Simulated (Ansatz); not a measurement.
Two isomers of C2H6OSn: A = `[CH3][SnH]1[CH2][O]1`, B = `C[CH2][Sn][OH]`.

Computed with Ansatz on PBE0-D4/def2-TZVP structures; ΔE is electronic, products minus reactants. CCSD(T)/CBS is the MP2 limit (def2-TZVPP, def2-QZVPP) plus CCSD(T) − MP2 in def2-TZVPP, frozen cores. DFT in def2-TZVPP. B3LYP here is the variant with VWN-RPA as its local correlation; programs differ in this. Elements past krypton have def2 core potentials. For Sn outer-core shells are correlated without core-valence functions, which leaves a few kJ/mol of doubt a bond. Each species was taken in one conformer, which may not be the lowest.

(1) Which is lower in electronic energy at CCSD(T)/CBS, and by how much? (An estimate is asked.)

(2) Give E(B) − E(A) in kJ/mol with CCSD(T)/def2-TZVPP, CCSD/def2-TZVPP, r2SCAN-D4, B3LYP, PBE-D4, PBE0-D4, MP2/def2-TZVPP. (Best estimate.)

Largest T1 diagnostic: 0.017.

Answers

(1) The calculation gave: B, by 202.8 kJ/mol.

(2) Computed: CCSD(T)/def2-TZVPP -199.0, CCSD/def2-TZVPP -213.0, r2SCAN-D4 -187.3, B3LYP -206.7, PBE-D4 -189.0, PBE0-D4 -201.5, MP2/def2-TZVPP -204.2. None reverses the order clearly.

In def2-TZVPP, CCSD(T) changes the Hartree–Fock value by +41.4 kJ/mol (the triples alone add +14.0 kJ/mol) and MP2 by +36.2 kJ/mol. The D4 term adds −3.9 kJ/mol with B3LYP and −2.0 kJ/mol with PBE0; it sums over pairs of atoms, weighted by their polarisabilities, and B3LYP, whose exchange is more repulsive, gets the larger term.
